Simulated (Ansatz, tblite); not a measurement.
Isomers of Na3Cl2 (doublet), found by a short tight-binding search and relaxed with PBE0-D4/def2-SVP in Ansatz.

The xTB rows come from tblite. B3LYP takes the VWN-RPA correlation. Correlated methods freeze 13 core orbitals; core or outer-core shells of Na are correlated, in sets that lack core-valence functions.

Run but left out: HF/def2-SVP, MP2/def2-SVP, CCSD/def2-SVP, CCSD(T)/def2-SVP (flagged by the program: other roots).

Other spin states weren't relaxed.

A:

```xyz
5

Na   -0.595    1.271   -1.327
Na   -0.696    0.232    1.782
Na    1.238   -1.440   -0.432
Cl    1.403    1.032    0.390
Cl   -1.350   -1.095   -0.413
```

B:

Cartesian coordinates in Å:
```
Na -1.143 -0.415 2.119
Na -0.455 0.879 -1.484
Na 1.997 -1.232 0.669
Cl 1.823 -0.137 -1.582
Cl -2.222 0.905 0.278
```

C:

```xyz
5

Na   -2.9881    1.0151    0.0313
Na   -0.0832    0.0667   -1.4624
Na    1.6025   -0.5461    1.3340
Cl    2.3654   -0.4427   -1.0263
Cl   -0.8966   -0.0930    1.1234
```

Estimate their order by electronic energy at ωB97M-V/def2-TZVP, counted from the lowest.

C (0.00) < B (0.13) < A (0.14), in eV. Gaps under about 2 kJ/mol are ties within the noise of geometry and basis.

Do the other levels pick the same lowest one?

Not GFN1-xTB, GFN2-xTB, HF/def2-TZVP, PBE-D4/def2-SVP. Energies above each level's lowest (eV):

```csv
level,A,B,C
GFN1-xTB,0.87,0.00,0.33
GFN2-xTB,0.00,0.07,0.14
HF/def2-TZVP,0.52,0.00,0.04
PBE-D4/def2-SVP,0.00,0.07,0.00
PBE-D4/def2-TZVP,0.04,0.04,0.00
r2SCAN-D4/def2-TZVP,0.14,0.03,0.00
B3LYP-D4/def2-TZVP,0.09,0.03,0.00
PBE0-D4/def2-SVP,0.11,0.06,0.00
PBE0-D4/def2-TZVP,0.15,0.02,0.00
ωB97X-V/def2-TZVP,0.33,0.01,0.00
ωB97M-V/def2-TZVP,0.14,0.13,0.00
MP2/def2-TZVP,0.23,0.02,0.00
```
Point groups (tolerance 0.1 Å): A not assigned, B C2v, C not assigned. Lower isomers may exist.
